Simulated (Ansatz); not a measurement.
Consider the atomization: `[SiH3][C@H]1[O][Ge@@H]1[Cl]` → C• + Cl• + Ge• + 5 H• + O• + Si•.

Isolated molecules relaxed with PBE0-D4/def2-TZVP in Ansatz; ΔE leaves out vibrations. CCSD(T)/CBS is the MP2 limit (def2-TZVPP, def2-QZVPP) plus CCSD(T) − MP2 in def2-TZVPP, frozen cores. This one scheme is used for every species, atoms too. Functionals use def2-TZVPP. B3LYP here is the variant with VWN-RPA as its local correlation; programs differ in this. Open shells (•) are unrestricted, without spin–orbit coupling. Spin–orbit coupling would lower the free atoms: a little for C, Cl, O, Si; clearly for Ge. Bonds to Ge are less sure, by a few kJ/mol each and by 10 to 20 or more in all where they break to atoms, as the def2 sets lack core-valence functions. Scalar relativity is left out up to krypton.

`[SiH3][C@H]1[O][Ge@@H]1[Cl]`:

```xyz
10

Si    1.286   -1.035   -0.096
C    -0.458   -0.381   -0.288
O    -1.219   -0.229    0.954
Ge   -0.932    1.387    0.202
Cl   -2.704    2.260   -0.592
H     1.269   -2.431    0.413
H     1.964   -0.993   -1.418
H     2.018   -0.173    0.870
H    -1.056   -0.786   -1.108
H    -0.168    2.380    1.062
```

(1) What is ΔE at CCSD(T)/CBS? (Best estimate.)

(2) What do these levels give: PBE0-D4, B3LYP-D4, PBE, B3LYP, SCS-MP2/def2-QZVPP, CCSD/CBS(def2)? (An estimate is asked.)

Largest T1 diagnostic among the species: 0.013.

## Answers

(1) The calculation gave: +766.7 kcal/mol.

(2) Computed: PBE0-D4 759.3, B3LYP-D4 756.3, PBE 768.9, B3LYP 746.5, SCS-MP2/def2-QZVPP 768.1, CCSD/CBS(def2) 751.5 kcal/mol.

In def2-TZVPP, CCSD(T) changes the Hartree–Fock value by +215.7 kcal/mol (the triples alone add +15.2 kcal/mol) and MP2 by +229.5 kcal/mol; breaking electron pairs costs correlation energy, which Hartree–Fock lacks. From PBE to PBE0 (25 % exact exchange), in def2-TZVPP and without D4, ΔE moves by −14.8 kcal/mol: exact exchange takes away binding that semilocal exchange gives to molecules.

For atomizations the MP2-based limit and the directly extrapolated one differ by several kJ/mol either way, and by 10 to 25 for some Ge, Se and Sn compounds, so smaller differences from it don't rank the levels.
